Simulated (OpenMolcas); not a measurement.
CH2FNOSn: a line through the functionals

The species is CH2FNOSn (7 atoms), meant as a singlet with charge 0. SMILES: `O=C=[N][SnH2][F]`. The coordinates come from a PBE0-D4/def2-TZVP relaxation. This is one conformer, not always the lowest.

The vertical energy of the triplet above the singlet y, in eV, basis def2-SVP with a core potential; a is the functional's share of exact exchange. Programs: OpenMolcas 26.06.

```
functional     program     a  y (eV)
    revPBE  OpenMolcas     0    5.58
      TPSS  OpenMolcas     0    5.67
     B3LYP  OpenMolcas   0.2       ?
      PBE0  OpenMolcas  0.25    6.14
     BHLYP  OpenMolcas   0.5    6.32
```

Question: Fit y = c + s·a to the known rows and predict B3LYP.

Answer: 
1. Means of the 4 rows: a = 0.1875, y = 5.928.
2. Σ(Δa)² = 0.17188, Σ(Δa·Δy) = 0.24938, so the slope is 0.24938/0.17188 = 1.4509.
3. Intercept: 5.928 − (1.4509) × 0.1875 = 5.656. The largest residual of the fit is 0.12.
4. B3LYP: 5.656 + (1.4509) × 0.2 = 5.95 eV.

The run gave 6.01 eV, so the prediction is off by -0.06 eV, within the largest residual. Spin-orbit coupling is left out.
